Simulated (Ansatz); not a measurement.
Ansatz (a program for electronic structure) input (CCSD(T)/aug-cc-pVDZ):

Ansatz 0.2 input:
```yaml
crystal:
  periodic: [false, false, false]
  atoms:
    - {symbol: N, position_ang: [0.89819675, -0.79076357, -0.08377368]}
    - {symbol: C, position_ang: [-0.28056431, -0.22367917, 0.05090285]}
    - {symbol: O, position_ang: [-0.63522249, 0.98571426, 0.03683495]}
    - {symbol: H, position_ang: [1.57052150, -0.02489384, -0.21783311]}
    - {symbol: H, position_ang: [-1.09273298, -0.98340020, 0.20415215]}
basis:
  gaussian:
    orbitals: aug-cc-pVDZ
total_charge: -1
magnetization: {spin_polarized: false}
correlation: {method: ccsd_t, electrons: outside_noble_gas}
output: {forces: true}
```

End of the output:

```
integrals: 0.09 GiB planned
855 factors; integrals over basis functions are off by at most 7.6e-4 eV
mean field: 0.19 GiB planned
mean field evaluation 1: about -4579.6137 eV, gradient 2.8e1 eV
mean field evaluation 2: about -4579.6152 eV, gradient 2.8e1 eV
mean field evaluation 4: about -4581.4749 eV, gradient 2.9e0 eV
mean field evaluation 8: about -4581.5083 eV, gradient 3.2e-4 eV
mean field evaluation 16: about -4581.5059 eV, gradient 2.1e-1 eV
mean field -4581.50825651 eV, -168.3673229688 hartree, gradient 2.5e-6 eV, S^2 0.000000; 0 other end points of the search recorded, 0 dependent functions left out
3 core orbitals not correlated
reference -4581.50825651 eV, -168.3673229688 hartree; 9, 9 occupied and 75, 75 virtual orbitals, 855 factors
densities: 0.40 GiB planned
second order -14.32606198 eV of doubles, -0.00000000 eV of singles
coupled cluster: 0.29 GiB planned
cycle   1  -14.06439023 eV  change    2.6e-1 eV  update   1.2e-1
cycle   2  -14.48426243 eV  change   -4.2e-1 eV  update   3.8e-2
cycle   3  -14.60289181 eV  change   -1.2e-1 eV  update   2.2e-2
cycle   4  -14.60326845 eV  change   -3.8e-4 eV  update   7.0e-3
cycle   5  -14.59628533 eV  change    7.0e-3 eV  update   3.8e-3
cycle   6  -14.59666610 eV  change   -3.8e-4 eV  update   1.5e-3
cycle   7  -14.59707391 eV  change   -4.1e-4 eV  update   7.6e-4
cycle   8  -14.59676650 eV  change    3.1e-4 eV  update   3.4e-4
cycle   9  -14.59670255 eV  change    6.4e-5 eV  update   1.3e-4
cycle  10  -14.59685444 eV  change   -1.5e-4 eV  update   6.6e-5
cycle  11  -14.59678065 eV  change    7.4e-5 eV  update   2.4e-5
cycle  12  -14.59677671 eV  change    3.9e-6 eV  update   1.0e-5
cycle  13  -14.59678167 eV  change   -5.0e-6 eV  update   4.3e-6
perturbative correction -0.60141776 eV, -0.0221016951 hartree
the calculation of the forces begins
Total energy: -4596.70645594 eV, -168.9258464964 hartree
Atom 0 at     0.898197    -0.790764    -0.083774 Å, force     0.954420    -0.801192    -0.091071 eV/Å
Atom 1 at    -0.280564    -0.223679     0.050903 Å, force    -0.675448    -0.643549     0.128067 eV/Å
Atom 2 at    -0.635222     0.985714     0.036835 Å, force    -0.340502     1.320101    -0.021861 eV/Å
Atom 3 at     1.570521    -0.024894    -0.217833 Å, force     0.240481     0.279562    -0.048247 eV/Å
Atom 4 at    -1.092733    -0.983400     0.204152 Å, force    -0.178950    -0.154922     0.033111 eV/Å
Dipole moment:    -0.059943     0.022329     0.007191 e Å
```
